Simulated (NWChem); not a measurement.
# Basis-set convergence for H5NSi

```xyz
7

Si     0.5786     0.0475     0.0000
N     -1.1576    -0.1647     0.0000
H      1.1194    -0.6218    -1.2338
H      1.1194    -0.6218     1.2338
H      1.1063     1.4684     0.0000
H     -1.6711     0.1314    -0.8352
H     -1.6711     0.1314     0.8352
```
Charge 0, spin multiplicity 1.

Everything below was run with NWChem. The geometry was optimised at PBE/def2-SVP, a minimum by its harmonic frequencies.

Quantity: LUMO energy at the level B3LYP.

B3LYP has NWChem's definition, with VWN1-RPA local correlation. The Pople sets run with spherical d functions. The structure started from a generated list of species.

```
basis        functions  LUMO energy (eV)
-----------  ---------  ----------------
STO-3G              19               ___
pcseg-1             57               ___
def2-SVP            57              0.65
6-311G**            74              0.15
def2-SVPD           84             -0.10
aug-pcseg-1         95             -0.62
aug-cc-pVDZ         95             -0.62
def2-TZVPD         125               ___
pcseg-2            134             -0.25
cc-pVTZ            134              0.15
```

Task: Fill in the missing entries.

Result: 
- STO-3G, LUMO energy (eV): 7.37
- pcseg-1, LUMO energy (eV): 0.17
- def2-TZVPD, LUMO energy (eV): -0.36

This LUMO lies above zero in the largest set, so its value hangs on the diffuse functions.
